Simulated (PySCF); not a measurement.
## Working out the ionisation energy of In

In [Kr] 4d10 5s2 5p1 (2P) → In⁺ [Kr] 4d10 5s2 (1S). All numbers are calculated (PySCF 2.14, scalar relativity through the core potential, in def2-SVP with the def2 core potential (28 electrons)). Frozen: 4s2 4p6 4d10. Energies in hartree (1 hartree = 27.21139 eV):

```json
{"part": "UHF", "In (lower)": "-189.206336", "In⁺ (upper)": "-189.015290"}
{"part": "CCSD correlation", "In (lower)": "-0.037873", "In⁺ (upper)": "-0.031192"}
{"part": "(T)", "In (lower)": "-0.000405", "In⁺ (upper)": "0.000000"}
```

Task: What does Hartree-Fock give?

Result: (-189.015290) − (-189.206336) = 0.191046 hartree = 5.199 eV.

Task: What do CCSD and CCSD(T) give?

Result: The CCSD correlation energies differ by 0.006681 hartree = 0.182 eV and the triples by 0.000405 hartree = 0.011 eV, so CCSD gives 5.381 eV and CCSD(T) 5.392 eV.

Measured between the centres of the two terms (NIST): 5.603 eV, so CCSD(T) (valence) is off by -0.211 eV.

A double-zeta basis recovers only part of the correlation energy.

What remains against the reference includes basis incompleteness, the frozen core and higher excitations.
